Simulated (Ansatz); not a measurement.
Wavefunction ladder for AsCl3H3In (`[Cl][In-]([Cl])([Cl])[AsH3+]`)

Cartesian coordinates in Å:
```
Cl -0.5739 2.6409 -1.2468
In 0.9138 1.2336 -0.1478
Cl 2.6046 0.2470 -1.4013
Cl 1.3221 1.6292 2.1059
As -0.7485 -1.0054 0.1211
H -2.1519 -0.9330 -0.4156
H -0.3166 -2.2963 -0.5190
H -1.0498 -1.5160 1.5035
```

The species carries charge 0 and has multiplicity 1. Correlated methods include outer-core shells of As, In, which these sets cover unevenly. Scalar relativity is left out up to krypton. In takes the def2 core potential. All single points use the PBE0-D4/def2-TZVP geometry. Frozen core, restricted reference, the Gaussian-basis code of Ansatz.

| basis | HF (Eh) | MP2 corr. | CCSD corr. | (T) | CCSD(T) total |
| --- | --- | --- | --- | --- | --- |
| def2-SVP | -3803.10824 | -0.72210 | -0.77409 | -0.01819 | -3803.90052 |
| def2-TZVPP | -3803.86945 | -1.12435 | -1.17644 | -0.04501 | -3805.09090 |
| def2-QZVPP | -3803.95458 | -1.65755 | – | – | – |
